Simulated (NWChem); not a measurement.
System meant: CH6ClNSi; SMILES C[Si@@H](Cl)N

Input file for NWChem:

```
start job
memory heap 200 mb stack 900 mb global 1100 mb
geometry units angstroms noautoz
  C     -1.368707    -1.418268     0.239744
  Si     0.052425    -0.375840    -0.391623
  N      1.550497    -1.065590     0.106389
  Cl    -0.268504     1.592306     0.305966
  H     -1.306157    -2.432155    -0.171332
  H     -1.351727    -1.490757     1.333331
  H     -2.331451    -0.984156    -0.048929
  H      0.099814    -0.252208    -1.866105
  H      2.414021    -0.705284    -0.284283
  H      1.683515    -1.324278     1.078005
end
basis spherical
  * library def2-svp
end
dft
  xc pbe0
  iterations 4
  mulliken
end
task dft energy
```

End of the output:

```
    Atom       Charge   Shell Charges
 -----------   ------   -------------------------------------------------------
    1 C    6     6.27   1.96  0.59  0.34  1.90  1.43  0.04
    2 Si  14    13.55   2.00  1.93  0.64  0.30  5.82  1.26  1.04  0.55
    3 N    7     7.23   1.97  0.71  0.44  2.25  1.84  0.02
    4 Cl  17    17.14   2.00  1.96  1.05  0.81  5.82  2.26  3.22  0.02
    5 H    1     0.95   0.62  0.26  0.07
    6 H    1     0.96   0.62  0.26  0.07
    7 H    1     0.95   0.62  0.26  0.07
    8 H    1     1.10   0.65  0.42  0.02
    9 H    1     0.93   0.59  0.21  0.13
   10 H    1     0.93   0.59  0.21  0.13

 center of mass
 --------------
 x =   0.03561803 y =   0.16648951 z =  -0.00614597

 moments of inertia (a.u.)
 ------------------
         572.672497970722          -0.000000000000           0.000000000000
          -0.000000000000         313.800175785727          -0.000000000000
           0.000000000000          -0.000000000000         791.921253338111

     Multipole analysis of the density
     ---------------------------------

     L   x y z        total         alpha         beta         nuclear
     -   - - -        -----         -----         ----         -------
     0   0 0 0     -0.000000    -25.000000    -25.000000     50.000000

     1   1 0 0      0.222856      0.111428      0.111428     -0.000000
     1   0 1 0     -0.753236     -0.376618     -0.376618     -0.000000
     1   0 0 1      0.274928      0.137464      0.137464     -0.000000

     2   2 0 0    -25.871237    -96.023485    -96.023485    166.175733
     2   1 1 0     -0.308971     -1.982913     -1.982913      3.656854
     2   1 0 1      0.682076      0.724511      0.724511     -0.766946
     2   0 2 0    -31.955498   -154.231733   -154.231733    276.507967
     2   0 1 1     -1.155478      1.463917      1.463917     -4.083312
     2   0 0 2    -28.246884    -32.040191    -32.040191     35.833499

 ------------------------------------------------------------------------
 dft energy failed                                                                                  0
 ------------------------------------------------------------------------
 ------------------------------------------------------------------------
  current input line :
    23: task dft energy
 ------------------------------------------------------------------------
 ------------------------------------------------------------------------
 This type of error is most commonly associated with calculations not reaching convergence criteria
 ------------------------------------------------------------------------
 For more information see the NWChem manual at https://nwchemgit.github.io

0:dft energy failed:Received an Error in Communication
```

Task: Can this run be used? If not, why, and what is the fix?

Result: Convergence was not reached. Cause: the SCF was allowed too few iterations. This input runs:
```
start job
memory heap 200 mb stack 900 mb global 1100 mb
geometry units angstroms noautoz
  C     -1.368707    -1.418268     0.239744
  Si     0.052425    -0.375840    -0.391623
  N      1.550497    -1.065590     0.106389
  Cl    -0.268504     1.592306     0.305966
  H     -1.306157    -2.432155    -0.171332
  H     -1.351727    -1.490757     1.333331
  H     -2.331451    -0.984156    -0.048929
  H      0.099814    -0.252208    -1.866105
  H      2.414021    -0.705284    -0.284283
  H      1.683515    -1.324278     1.078005
end
basis spherical
  * library def2-svp
end
dft
  xc pbe0
  iterations 150
  mulliken
end
task dft energy
```
It converges to -845.56012 Ha (PBE0/def2-SVP).
